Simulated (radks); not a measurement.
The numbers below are computed, except where a source is named.
Problem. The table gives one normalised radial function P(r) = r R(r) of Hg3+ in [Kr] 4d10 4f14 5s2 5p5 5d10 (r in bohr). Code: a radial shooting solver on a logarithmic mesh with Libxc functionals. Model: scalar-relativistic Kohn-Sham, RPBE, spin-unpolarised, spherical densities, finite nucleus; Fermi nuclear charge, rms radius 5.4648 fm.

r              P
0.002569   0.0001
0.002967   0.0002
0.003427   0.0003
0.003926   0.0004
0.004534   0.0005
0.005236   0.0008
0.005999   0.0011
0.006928   0.0017
0.007938   0.0024
0.009167   0.0035
0.01059    0.0050
0.01213    0.0071
0.01401    0.0102
0.01618    0.0146
0.01853    0.0203
0.0214     0.0286
0.02472    0.0398
0.02832    0.0538
0.03271    0.0730
0.03747    0.0959
0.04328    0.1255
0.04998    0.1606
0.05726    0.1977
0.06613    0.2388
0.07637    0.2775
0.0875     0.3060
0.101      0.3199
0.1158     0.3094
0.1337     0.2651
0.1544     0.1816
0.1769     0.0675
0.2043    -0.0809
0.2359    -0.2378
0.2703    -0.3681
0.3122    -0.4567
0.3605    -0.4670
0.4131    -0.3911
0.477     -0.2223
0.5465     0.0020
0.6312     0.2743
0.729      0.5407
0.8351     0.7505
0.9645     0.8989
1.114      0.9574
1.276      0.9327
1.474      0.8386
1.702      0.6989
1.95       0.5487
2.252      0.3934
2.58       0.2667
2.98       0.1624
3.441      0.0887
3.943      0.0443
4.553      0.0183

Which n and l does it have? It may be an empty orbital.

Solution. n = 5, l = 2: the number of nodes gives n - l - 1 = 2, the rise at small r (about r^(l+1), flatter next to the nucleus through relativity) gives l, and the extent must fit the shell. The curve is that of 5d. 5d: eigenvalue -43.507 eV, 2 radial nodes at r = 0.189, 0.546 bohr, <r> = 1.37 bohr, 90 % of the charge inside 2.06 bohr.
